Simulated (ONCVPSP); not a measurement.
# Before and after: ONCV potential for iodine (I)

```
Element                 : iodine
Generator               : ONCVPSP 4.0.1
Type                    : optimised norm-conserving Vanderbilt (ONCV)
Functional              : PBEsol
Relativity              : scalar-relativistic
Frozen core             : [Kr] 4d10
Valence charge          : 7
Reference configuration : 5s2 5p5
Partial waves           : 5s: rc 1.50 bohr, ncon 5, nbas 9, qcut 3.8 1/bohr, 2 projectors, debl 4 Ha; 5p: rc 2.05 bohr, ncon 4, nbas 7, qcut 3.4 1/bohr, 2 projectors, debl 1.1 Ha; d scattering state at 0.07 Ha: rc 2.10 bohr, ncon 4, nbas 8, qcut 4.5 1/bohr, 2 projectors, debl 2.9 Ha
Local potential         : polynomial inside 1.10 bohr (lpopt 2, dvloc0 1 Ha)
Core correction         : none
```

Change: p: debl 4.75.

Cutoffs: the cutoffs (Ha) at which the residual kinetic energy of the hardest occupied pseudo-wave falls to 1 and 0.1 mHa per electron; they do not see the model core or the augmentation charge, which bear on the density cutoff. Errors are all-electron minus pseudo energies relative to the spin-unpolarised reference configuration.

Question: Predict the effect on cutoff, ghosts and configuration errors.

Answer: The potential gets neither clearly harder nor softer (92 Ha and 106 Ha → 92 Ha and 106 Ha); both files keep a bound ghost (s); of the 3 tests that both files solve, the error grows in 0 and shrinks in 1 by more than 15 % and 0.3 meV (median size 7.3 → 6.7 meV); the range in which the p phases agree widens (upper end 2.9 → at the end of the scan).

```tsv
quantity	base	changed
cutoff, loose	92 Ha	92 Ha
cutoff, tight	106 Ha	106 Ha
bound ghosts	s	s
GHOST(+) flags under 300 eV	p at 93.9 eV	p at 164.8 eV
tests with a reliable result	3 of 4	3 of 4
error for 5s2 5p4, meV [ΔE 11.15 eV]	-7.3	-6.7
error for 5s2 5p3, meV [ΔE 31.04 eV]	-32	-30
error for 5s1 5p5, meV [ΔE 22.16 eV]	-2.0	-0.9
s: phases at 1.53 bohr within 0.05 rad from the reference energy up to (Ha; the scan ends near 5)	to the end of the scan	to the end of the scan
p: phases at 2.08 bohr within 0.05 rad from the reference energy up to (Ha; the scan ends near 5)	2.9	to the end of the scan
d: phases at 2.13 bohr within 0.05 rad from the reference energy up to (Ha; the scan ends near 5)	3.8	3.8
```

 A true bound ghost makes a file unfit for plane-wave use even where its test errors are small: the radial tests pick states by their node count and pass the ghost by.
